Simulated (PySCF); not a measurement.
Computed shifts of a molecule C5H8O3, PBE/pcSseg-1 in PySCF, GIAO, gas phase, equivalent atoms averaged, in ppm (number of nuclei): ¹³C: 168.0 (1), 140.6 (1), 136.9 (1), 69.7 (1), 66.1 (1). ¹H: 7.14 (1), 6.42 (1), 6.26 (1), 5.09 (1), 4.37 (1), 3.81 (1), 3.52 (1), -0.22 (1). References: ¹³C against TMS (σ = 182.0 ppm); ¹⁷O against H2O (σ = 334.3 ppm); ¹H against TMS (σ = 31.49 ppm), references at their B3LYP-D3(BJ)/def2-TZVP geometries, non-relativistic. Coordinates come from a PBE0-D3(BJ)/def2-SVP optimisation. Other conformers were not sampled.

Task: Which structure fits?
(A) C=C(OC)C(=O)OC
(B) C=CC(=O)OCOC
(C) CO/C=C\C(=O)OC
(D) C=CC(=O)OCCO

Result: D, C=CC(=O)OCCO
